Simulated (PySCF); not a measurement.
## Energy profile

The step: SiH₄ + NH₃ + HF → SiNH₅ ([NH2][SiH3]) + HF + H₂; bonds formed: Si1–N7, H2–H8, H6–F9; bonds broken: Si1–H2, H6–N7, H8–F9 (atoms numbered as in the saddle structure below).

```xyz
11
angstrom
Si -0.4492 0.0396 -1.0063
H 0.1990 -1.4997 -0.1647
H 0.4399 -0.4713 -2.0768
H -0.8353 1.3942 -1.5679
H -1.7692 -0.5773 -0.7526
H 0.3284 0.1368 1.3155
N 0.3716 0.8400 0.4906
H 0.1988 -1.4675 0.8023
F 0.2339 -1.1483 1.9549
H -0.0700 1.7277 0.7102
H 1.3519 1.0258 0.2948
```

Electronic energies by CCSD(T) at an estimated basis limit (MP2 extrapolated from triple and quadruple zeta, plus CCSD(T) − MP2 in triple zeta), on PBE0-D4/def2-TZVP structures; SiNH8F, singlet; no counterpoise correction. Computed with PySCF 2.14 with density fitting (its default auxiliary sets; JK sets also for MP2 and CCSD(T)) (basis: def2-TZVPP and def2-QZVPP); correlated methods freeze the cores. Extrapolation: Hartree–Fock as exp(−7.88 √X), correlation as X^−2.97.

Q: Give the profile in kcal/mol, counted from the separated reactants. (To be estimated.)

A: The calculation gives:
| point | kcal/mol |
| --- | --- |
| separated: SiH4 (Si1, H2, H3, H4, H5; singlet) + NH3 (H6, N7, H10, H11; singlet) + HF (H8, F9; singlet) | 0.00 |
| start structure | -14.42 |
| saddle | 23.01 |
| end structure | -15.52 |
| separated: SiNH5 (linked as [NH2][SiH3]; Si1, H3, H4, H5, N7, H10, H11; singlet) + H2 (H2, H8; singlet) + HF (H6, F9; singlet) | -4.89 |

T1 diagnostic: at most 0.012. The start structure is not quite a true minimum (one mode of 30i cm⁻¹).

For scale, one of the runs: CCSD(T)/def2-TZVPP, 216 basis functions, launched by `OMP_NUM_THREADS=4 python run.py`. Time: 8.1 min of wall clock on 4 CPU threads of an Arm Neoverse V2; the host was shared. Peak host memory: 3.2 GiB.
